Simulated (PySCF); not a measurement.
# C6H9NOSi: full NMR table

| Property | Result |
| --- | --- |
| Formula | C6H9NOSi |
| SMILES | CO[SiH2]c1ccncc1 |
| InChI | InChI=1S/C6H9NOSi/c1-8-9-6-2-4-7-5-3-6/h2-5H,9H2,1H3 |
| Point group of the computed structure | C1 |
| Degrees of unsaturation | 4 |
| Carbon signals | 4 |
| Proton signals | 4 |

Molfile (atoms numbered from 1):
```
C6H9NOSi
     RDKit          3D

 18 18  0  0  0  0  0  0  0  0999 V2000
    3.4269    0.3565    0.1336 C   0  0  0  0  0  0  0  0  0  0  0  0
    2.0288    0.2988    0.1567 O   0  0  0  0  0  0  0  0  0  0  0  0
    1.0877   -0.3313   -1.0600 Si  0  0  0  0  0  4  0  0  0  0  0  0
   -0.7012   -0.1508   -0.5403 C   0  0  0  0  0  0  0  0  0  0  0  0
   -1.3770    1.0713   -0.6500 C   0  0  0  0  0  0  0  0  0  0  0  0
   -2.7050    1.1563   -0.2336 C   0  0  0  0  0  0  0  0  0  0  0  0
   -3.3841    0.1268    0.2658 N   0  0  0  0  0  0  0  0  0  0  0  0
   -2.7510   -1.0379    0.3691 C   0  0  0  0  0  0  0  0  0  0  0  0
   -1.4235   -1.2293   -0.0159 C   0  0  0  0  0  0  0  0  0  0  0  0
    3.8023    0.9907   -0.6911 H   0  0  0  0  0  0  0  0  0  0  0  0
    3.7785    0.7909    1.0814 H   0  0  0  0  0  0  0  0  0  0  0  0
    3.8844   -0.6451    0.0289 H   0  0  0  0  0  0  0  0  0  0  0  0
    1.3290    0.4196   -2.3327 H   0  0  0  0  0  0  0  0  0  0  0  0
    1.3985   -1.7802   -1.2712 H   0  0  0  0  0  0  0  0  0  0  0  0
   -0.8807    1.9578   -1.0546 H   0  0  0  0  0  0  0  0  0  0  0  0
   -3.2461    2.1069   -0.3099 H   0  0  0  0  0  0  0  0  0  0  0  0
   -3.3298   -1.8731    0.7810 H   0  0  0  0  0  0  0  0  0  0  0  0
   -0.9645   -2.2156    0.0944 H   0  0  0  0  0  0  0  0  0  0  0  0
  1  2  1  0
  2  3  1  0
  3  4  1  0
  4  5  2  0
  5  6  1  0
  6  7  2  0
  7  8  1  0
  8  9  2  0
  9  4  1  0
  1 10  1  0
  1 11  1  0
  1 12  1  0
  3 13  1  0
  3 14  1  0
  5 15  1  0
  6 16  1  0
  8 17  1  0
  9 18  1  0
M  END
```

- coordinates at the PBE0-D3(BJ)/def2-SVP level
- shieldings: GIAO PBE0/pcSseg-1
- run in PySCF 2.14.0 with density-fitted response routines
- equivalent nuclei averaged, a single conformation, gas phase, non-relativistic

Shifts are taken against calculated references (same method and geometry level): ¹H and ¹³C and ²⁹Si vs TMS; ¹⁵N vs NH3; ¹⁷O against H2O.

```tsv
carbon	δC, type	δH (multiplicity)	HMBC from (2–3 bonds)	span of the C tensor (ppm)
C1	53.6, CH3	3.71 (s)	H13/H14	81
C4	145.1, C	–	H16/H17, H15/H18, H13/H14	256
C5/C9	135.2, CH	7.44 (d)	H16/H17, H15/H18, H13/H14	239
C6/C8	155.3, CH	8.84 (d)	H16/H17, H15/H18	229
```

Other nuclei:
```tsv
atoms	nucleus	environment	δ (ppm)	σ (ppm)
H13/H14	¹H	hydrogen on a silicon bonded to C, O	5.16	26.11
Si3	²⁹Si	silicon bonded to C, O, 2 H	-11.7	363.7
N7	¹⁵N	pyridine-type ring nitrogen	369.8	-104.2
O2	¹⁷O	oxygen bonded to C, Si	6.0	328.6
```

Carbon types of the structure: 1 × C, 4 × CH, 1 × CH3, leaving 2 H on heteroatoms. δC 155.3: aromatic CH next to a ring nitrogen; the adjacent pyridine-type nitrogen withdraws density from it. δC 145.1: substituted aromatic carbon. δC 135.2: aromatic CH; the aromatic region. δH 8.84: hydrogen on an aromatic CH next to a ring nitrogen; ring current plus the neighbouring ring nitrogen. δH 7.44: hydrogen on an aromatic CH; it sits in the deshielding region of the aromatic ring current.

Shifts are as computed. Against solution values, carbons near 30 ppm lie about +2 ppm off and those near 130 ppm about +5 ppm. Of 1309 compounds with measured shifts, 239 miss one by over three times the rms of a fit or turn the order of signals round; such compounds aren't used in these exercises. Experimental scales use liquid or dissolved standards, which lie at an offset from isolated NH3 (liquid NH3: subtract about 20 ppm) and H2O (liquid H2O: subtract about 36 ppm). Unscaled 15N shifts of sp2 nitrogen come out 20 to 40 ppm too high even then. Multiplicities follow the n + 1 count of equivalent neighbours, as no J values were calculated; m marks all less simple cases, F and P coupling included.
